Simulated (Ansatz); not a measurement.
```xyz
4

P     0.0000    0.0000    0.1406
H     1.2922    0.0000   -0.7030
H    -0.6461    1.1191   -0.7030
H    -0.6461   -1.1191   -0.7030
```

Basis set: def2-TZVP (spherical functions). Left uncorrelated: 5 orbitals. Charge 0, multiplicity 1.

Computed with Ansatz (development build ahead of 0.2.0); each method stands on the lowest determinant of its kind that the runs found. Restricted open shells among the atoms or ions are ROHF, correlated in semicanonical orbitals with singles.

The atomization energy at this shape (free ground-state atoms in the same class of orbitals less the molecule, no zero-point energy) of singlet PH₃:

```json
{"method": "RHF-MP2", "atomization energy": "9.10 eV"}
```

(1) What does RHF give?

Answers

(1) 6.94 eV. Caution: the shape is not the minimum.
